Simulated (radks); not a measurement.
Spherical jellium clusters: N electrons in a uniform positive sphere of charge N and radius rs N^(1/3), rs = 4.34 bohr. Method: non-relativistic Kohn-Sham, LDA (Slater exchange, Perdew-Wang correlation), spin-polarised, spherical densities; computed with a radial shooting solver with Libxc functionals. Levels are named by radial order and angular momentum (1s, 1p, 1d, 2s, ...), and open shells are averaged over m.

N = 33, configuration 1s2 1p6 1d10 2s2 1f(up 7, down 6). This is the lowest configuration that the search found. Occupied and some empty levels:

| level | occupation | eigenvalue (eV) | <r> (bohr) |
|---|---|---|---|
| 1s up | 1 | -4.8381 | 7.838 |
| 1s down | 1 | -4.8164 | 7.751 |
| 1p up | 3 | -4.2682 | 9.691 |
| 1p down | 3 | -4.2340 | 9.654 |
| 1d up | 5 | -3.6060 | 10.78 |
| 1d down | 5 | -3.5667 | 10.77 |
| 2s up | 1 | -3.4304 | 8.616 |
| 2s down | 1 | -3.4102 | 8.676 |
| 1f up | 7 | -2.8365 | 11.58 |
| 1f down | 6 | -2.7958 | 11.59 |
| 2p up | 0 | -2.4262 | 9.643 |
| 2p down | 0 | -2.4080 | 9.663 |
| 1g up | 0 | -1.9676 | 12.30 |
| 1g down | 0 | -1.9278 | 12.31 |
| 2d up | 0 | -1.4167 | 11.29 |
| 2d down | 0 | -1.3970 | 11.31 |

Energy (eV): total -63.0702, kinetic 49.961, external -2535.9, Hartree 1260.0, exchange-correlation -114.38, background 1277.2.
